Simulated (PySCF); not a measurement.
**Where the electron goes**

Compound: InMe2I, C2H6IIn.
Structure used (PBE0-D3(BJ)/def2-SVP), in Å, numbered top down from 1:
```xyz
10
C2H6IIn angstrom
In    -0.2320   -0.4069   -0.0024
C      1.9046   -0.6671    0.0012
H      2.3307   -0.2577    0.9292
H      2.3549   -0.1376   -0.8512
H      2.1357   -1.7382   -0.0658
C     -1.5698    1.2799    0.0047
H     -2.6070    0.9264    0.0682
H     -1.4379    1.8621   -0.9195
H     -1.3494    1.9346    0.8606
I     -1.5297   -2.7954   -0.0250
```

The calculation used TDDFT PBE0/def2-SVPD, vertical, gas phase, core orbitals frozen in the response, def2 core potentials past Kr (PySCF 2.14.0, density-fitted response routines). Spin–orbit coupling is left out.

Frontier orbitals with the atoms that hold most of them (Löwdin shares over 4%, at most four atoms; ? is withheld):

```
orbital  ε (eV)                             atoms
 HOMO-3   -8.16  C6 26%, C2 24%, In1 19%, I10 11%
 HOMO-2   -7.88    I10 59%, In1 18%, C2 9%, C6 7%
 HOMO-1   -7.24                                 ?
   HOMO   -6.95                                 ?
   LUMO   -1.41    In1 59%, I10 16%, C6 9%, C2 9%
 LUMO+1   -0.93  In1 47%, I10 18%, C6 12%, C2 12%
 LUMO+2    0.08    In1 46%, I10 23%, C6 8%, C2 8%
```

Problem. Give the leading atoms of the HOMO.

Solution. I10 (bonded to In) 82%; In1 (bonded to 2 C and I) 7%; C2 (bonded to In and 3 H) 4%; C6 (bonded to In and 3 H) 4%. By element: iodine 82%, carbon 9%, indium 7%.

Problem. Which atoms hold the HOMO-1, and with what shares?

Solution. I10 (bonded to In) 91%; In1 (bonded to 2 C and I) 9%.

Problem. How does S1 compare with the orbital gap of 5.53 eV?

Solution. S1 is at 4.33 eV (f = 0.0000), 1.20 eV below the gap, made of HOMO→LUMO (99%). 

Problem. Give energy, strength and leading configuration of S1, S2, S3, S4, S5 and S8, and follow the Löwdin shares of the leading atoms from the occupied to the empty orbital.

Solution. 
- S1 (4.33 eV, f 0.0000), HOMO→LUMO (99%): I10 82% → 16%, In1 7% → 59%
- S2 (4.88 eV, f 0.029), HOMO-1→LUMO (94%): I10 91% → 16%, In1 9% → 59%
- S3 (4.97 eV, f 0.063), HOMO→LUMO+1 (94%): I10 82% → 18%, In1 7% → 47%
- S4 (5.16 eV, f 0.023), HOMO-1→LUMO+1 (78%): I10 91% → 18%, In1 9% → 47%
- S5 (5.22 eV, f 0.0081), HOMO-2→LUMO (81%): I10 59% → 16%, In1 18% → 59%
- S8 (6.22 eV, f 0.327), HOMO-2→LUMO+1 (89%): I10 59% → 18%, In1 18% → 47%

Löwdin shares depend on the basis, the more so with diffuse functions.

Hardware: x86-64 server, one thread, no GPU, on a shared host. Cost: 63 s wall.
